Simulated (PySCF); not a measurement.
A structure optimised at TPSSh-D3(BJ)/def2-TZVPD, used in a PySCF frequency run:

```
P
H 1 1.4153
P 1 1.8712 2 180.00
```
Charge +1, spin multiplicity 1.

Task: Write its SMILES, formula and point group.

Result: P#[PH+], HP₂, C∞v

Task: What are its rotational constants (standard atomic weights)?

Result: 8.4641 GHz (linear rotor, B only)
